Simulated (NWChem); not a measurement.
System: BH₃; SMILES B

Here is an NWChem input.

```
start job
memory heap 200 mb stack 900 mb global 1100 mb
geometry units angstroms
  B      0.000000     0.000000     0.000000
  H     -1.165339     0.312252     0.000000
  H      0.312252    -1.165339     0.000000
  H      0.853087     0.853087     0.000000
end
basis spherical
  * library sto-3g
end
dft
  xc hfexch
  iterations 150
end
driver
  maxiter 120
end
task dft optimize
task dft freq
```

Output (shortened):

```
             Northwest Computational Chemistry Package (NWChem) 7.3.0
             --------------------------------------------------------

 D3H symmetry detected

                             Geometry "geometry" -> ""
                             -------------------------

 Output coordinates in angstroms (scale by  1.889725989 to convert to a.u.)

  No.       Tag          Charge          X              Y              Z
 ---- ---------------- ---------- -------------- -------------- --------------
    1 B                    5.0000    -0.00000000    -0.00000000     0.00000000
    2 H                    1.0000     0.85308728     0.85308728     0.00000000
    3 H                    1.0000    -1.16533890     0.31225162     0.00000000
    4 H                    1.0000     0.31225162    -1.16533890     0.00000000

 Effective nuclear repulsion energy (a.u.)       7.3390842660

      Symmetry information
      --------------------

 Group name             D3h
 Group number             27
 Group order              12
 No. of unique centers     2

                                Z-matrix (autoz)
                                --------

 Units are Angstrom for bonds and degrees for angles

      Type          Name      I     J     K     L     M      Value
      ----------- --------  ----- ----- ----- ----- ----- ----------
    1 Stretch                  1     2                       1.20645
    2 Stretch                  1     3                       1.20645
    3 Stretch                  1     4                       1.20645
    4 Bend                     2     1     3               120.00000
    5 Bend                     2     1     4               120.00000
    6 Bend                     3     1     4               120.00000
    7 Torsion                  2     1     3     4         180.00000
    8 Torsion                  2     1     4     3         180.00000
    9 Torsion                  3     1     2     4         180.00000
   10 Torsion                  2     4     1     3         180.00000
   11 Torsion                  3     2     1     4         180.00000
   12 Torsion                  2     3     1     4         180.00000

  xc_inp: hfexch multiplicative factor not found.

                           NWChem Geometry Optimization
                           ----------------------------

[...]

      ----------------------
      Optimization converged
      ----------------------

  Step       Energy      Delta E   Gmax     Grms     Xrms     Xmax
  ---- ---------------- -------- -------- -------- -------- --------
@    3     -26.07070345 -2.1D-08  0.00000  0.00000  0.00010  0.00019
                                     ok       ok       ok       ok

                                Z-matrix (autoz)
                                --------

 Units are Angstrom for bonds and degrees for angles

      Type          Name      I     J     K     L     M      Value     Gradient
      ----------- --------  ----- ----- ----- ----- ----- ---------- ----------
    1 Stretch                  1     2                       1.15995    0.00000
    2 Stretch                  1     3                       1.15995    0.00000
    3 Stretch                  1     4                       1.15995    0.00000
    4 Bend                     2     1     3               120.00000    0.00000
    5 Bend                     2     1     4               120.00000    0.00000
    6 Bend                     3     1     4               120.00000   -0.00000
    7 Torsion                  2     1     3     4        -180.00000    0.00000
    8 Torsion                  2     1     4     3         180.00000   -0.00000
    9 Torsion                  3     1     2     4         180.00000    0.00000
   10 Torsion                  2     4     1     3        -180.00000    0.00000
   11 Torsion                  3     2     1     4        -180.00000   -0.00000
   12 Torsion                  2     3     1     4         180.00000    0.00000

                         Geometry "geometry" -> "geometry"
                         ---------------------------------

[...]

 Rotational Constants
 --------------------
 A=   8.287900 cm-1  ( 11.924173 K)
 B=   8.287900 cm-1  ( 11.924173 K)
 C=   4.143950 cm-1  (  5.962087 K)

 Temperature                      =   298.15K
 frequency scaling parameter      =   1.0000

 Zero-Point correction to Energy  =   20.134 kcal/mol  (  0.032085 au)
 Thermal correction to Energy     =   21.923 kcal/mol  (  0.034937 au)
 Thermal correction to Enthalpy   =   22.516 kcal/mol  (  0.035881 au)

 Total Entropy                    =   44.736 cal/mol-K
   - Translational                =   33.849 cal/mol-K (mol. weight =  14.0328)
   - Rotational                   =   10.837 cal/mol-K (symmetry #  =        6)
   - Vibrational                  =    0.050 cal/mol-K

 Cv (constant volume heat capacity) =    6.253 cal/mol-K
   - Translational                  =    2.979 cal/mol-K
   - Rotational                     =    2.979 cal/mol-K
   - Vibrational                    =    0.294 cal/mol-K

[normal modes left out]

 ----------------------------------------------------------------------------
 Normal Eigenvalue ||           Projected Infra Red Intensities
  Mode   [cm**-1]  || [atomic units] [(debye/angs)**2] [(KM/mol)] [arbitrary]
 ------ ---------- || -------------- ----------------- ---------- -----------
    1       -0.000 ||    0.000000           0.000         0.000       0.000
    2       -0.000 ||    0.000000           0.000         0.000       0.000
    3       -0.000 ||    0.000000           0.000         0.000       0.000
    4       -0.000 ||    0.000000           0.000         0.000       0.000
    5       -0.000 ||    0.000000           0.000         0.000       0.000
    6        0.000 ||    0.000000           0.000         0.000       0.000
    7     1327.993 ||    0.175409           4.047       170.998      81.162
    8     1483.312 ||    0.028822           0.665        28.097      13.336
    9     1483.312 ||    0.028822           0.665        28.097      13.336
   10     3106.035 ||    0.000000           0.000         0.000       0.000
   11     3344.950 ||    0.013148           0.303        12.817       6.083
   12     3344.950 ||    0.013148           0.303        12.817       6.083
 ----------------------------------------------------------------------------
```

Level: Hartree-Fock/STO-3G.
